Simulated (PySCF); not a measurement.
Radial density of Br²⁺ (bromine, charge +2)

PBEsol, [Ar] 3d10 4s2 4p3, high-spin 4S determinant. All numbers are calculated (PySCF 2.14, a scalar-relativistic core potential, in aug-cc-pVDZ-PP with ECP10MDF (5s4p3d, 32 functions)). This is the valence pseudo-density: the core potential removes the inner electrons and smooths the orbitals near the nucleus.

```json
{"r (bohr)": "0.000635", "4πr²ρ (e/bohr)": "2.371e-05", "4πr²(ρα − ρβ)": "0.0000"}
{"r (bohr)": "0.00107", "4πr²ρ (e/bohr)": "6.699e-05", "4πr²(ρα − ρβ)": "0.0000"}
{"r (bohr)": "0.00180", "4πr²ρ (e/bohr)": "0.0001887", "4πr²(ρα − ρβ)": "0.0000"}
{"r (bohr)": "0.00302", "4πr²ρ (e/bohr)": "0.0005274", "4πr²(ρα − ρβ)": "0.0000"}
{"r (bohr)": "0.00508", "4πr²ρ (e/bohr)": "0.001442", "4πr²(ρα − ρβ)": "0.0000"}
{"r (bohr)": "0.00855", "4πr²ρ (e/bohr)": "0.003720", "4πr²(ρα − ρβ)": "0.0000"}
{"r (bohr)": "0.0144", "4πr²ρ (e/bohr)": "0.008379", "4πr²(ρα − ρβ)": "0.0000"}
{"r (bohr)": "0.0242", "4πr²ρ (e/bohr)": "0.01543", "4πr²(ρα − ρβ)": "0.0000"}
{"r (bohr)": "0.0407", "4πr²ρ (e/bohr)": "0.03126", "4πr²(ρα − ρβ)": "0.0001"}
{"r (bohr)": "0.0684", "4πr²ρ (e/bohr)": "0.1523", "4πr²(ρα − ρβ)": "0.0004"}
{"r (bohr)": "0.115", "4πr²ρ (e/bohr)": "1.246", "4πr²(ρα − ρβ)": "0.0033"}
{"r (bohr)": "0.194", "4πr²ρ (e/bohr)": "7.331", "4πr²(ρα − ρβ)": "0.0451"}
{"r (bohr)": "0.326", "4πr²ρ (e/bohr)": "25.82", "4πr²(ρα − ρβ)": "0.3258"}
{"r (bohr)": "0.548", "4πr²ρ (e/bohr)": "31.36", "4πr²(ρα − ρβ)": "0.1989"}
{"r (bohr)": "0.921", "4πr²ρ (e/bohr)": "8.961", "4πr²(ρα − ρβ)": "0.4379"}
{"r (bohr)": "1.55", "4πr²ρ (e/bohr)": "3.973", "4πr²(ρα − ρβ)": "2.0289"}
{"r (bohr)": "2.61", "4πr²ρ (e/bohr)": "0.9747", "4πr²(ρα − ρβ)": "0.7232"}
{"r (bohr)": "4.38", "4πr²ρ (e/bohr)": "0.02831", "4πr²(ρα − ρβ)": "0.0252"}
{"r (bohr)": "7.37", "4πr²ρ (e/bohr)": "6.003e-05", "4πr²(ρα − ρβ)": "0.0001"}
```

Energies and moments cover only the electrons outside the core potential.
